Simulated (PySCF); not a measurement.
Dipole response of Br⁺ (bromine, charge +1)

[Ar] 3d10 4s2 4p4, high-spin 3P determinant. Calculation: PySCF 2.14, in aug-cc-pVTZ-DK; the spin-free X2C one-electron Hamiltonian (Gaussian nucleus). Coupled (time-dependent) response in atomic units; α is the mean over directions.

```json
{"method": "UHF", "mean α (bohr³)": "12.26", "α xx, yy, zz": "12.01, 12.75, 12.01", "C₆ (like pair)": "75.21", "S(−4)": "30.66"}
{"method": "PBE", "mean α (bohr³)": "12.70", "α xx, yy, zz": "12.31, 13.49, 12.31", "C₆ (like pair)": "78.34", "S(−4)": "34.51"}
{"method": "PBE0", "mean α (bohr³)": "12.45", "α xx, yy, zz": "12.11, 13.14, 12.11", "C₆ (like pair)": "76.49", "S(−4)": "32.45"}
{"method": "M06", "mean α (bohr³)": "12.23", "α xx, yy, zz": "11.84, 13.00, 11.84", "C₆ (like pair)": "73.61", "S(−4)": "32.27"}
```

S(−4) is the Cauchy moment in α(ω) = α(0) + S(−4) ω² + …

Spin-orbit coupling is absent.

α(iu) at PBE:

```csv
u (hartree),α(iu) (bohr³)
0,12.70
0.0500,12.62
0.100,12.37
0.200,11.48
0.300,10.28
0.500,7.810
0.750,5.423
1.00,3.860
1.50,2.178
2.00,1.386
3.00,0.7090
5.00,0.2950
```

A single London oscillator, α(iu) = α/(1 + u²/ω²), gives C₆ = (3/4) ω α². Matching the computed C₆ needs ω = 4 × 78.34 / (3 × 12.70²) = 0.648 hartree.

For an ion, C₆ is the dispersion term alone; charge-induced terms of lower order in 1/R come first.

The components differ because the open shell of this determinant is not spherical; for a pure term their mean is the scalar polarisability.
